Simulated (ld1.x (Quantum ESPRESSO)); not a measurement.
u(r) = r·R(r): atom against pseudo-atom (Sc (Z = 21))

Columns: radius, all-electron u(r) and pseudo u(r) of the 4p shell (level -1.47 eV) of scandium in the configuration [Ar] 3d1 4s2 4p0; PBE, scalar-relativistic, TM scheme, ld1.x (Quantum ESPRESSO) 7.5.

```
r (bohr)  all-electron  pseudo
   0.160        0.1028  0.0016
   0.320        0.0460  0.0065
   0.480       -0.0685  0.0146
   0.640       -0.1506  0.0259
   0.800       -0.1828  0.0401
   0.960       -0.1730  0.0571
   1.120       -0.1352  0.0768
   1.280       -0.0815  0.0990
   1.440       -0.0207  0.1235
   1.600        0.0416  0.1503
   1.760        0.1021  0.1790
   1.920        0.1587  0.2095
   2.080        0.2106  0.2414
   2.240        0.2574  0.2742
   2.400        0.2991  0.3070
   2.560        0.3360  0.3389
   2.720        0.3680  0.3688
   2.880        0.3955  0.3956
   3.040        0.4185  0.4185
   3.200        0.4373  0.4373
   3.360        0.4521  0.4521
   3.520        0.4632  0.4632
   3.680        0.4708  0.4708
   3.840        0.4754  0.4754
   4.000        0.4771  0.4771
   4.160        0.4764  0.4764
```

(1) How many radial nodes do the two functions have?

(2) At about which radius was the pseudo-wave matched?

(3) Is the pseudo-wave norm-conserving?

Answers

(1) The all-electron 4p function has n − l − 1 = 2; the pseudo-wave has 0, since the states of the same l below it are removed with the core.

(2) 3.20 bohr. The columns agree to 0.0005 from 2.88 bohr on; several derivatives are matched, so the curves merge somewhat inside the radius.

(3) Yes: the TM scheme keeps the norm inside the radius equal to the all-electron one, which fixes the energy derivative of the logarithmic derivative at the level.
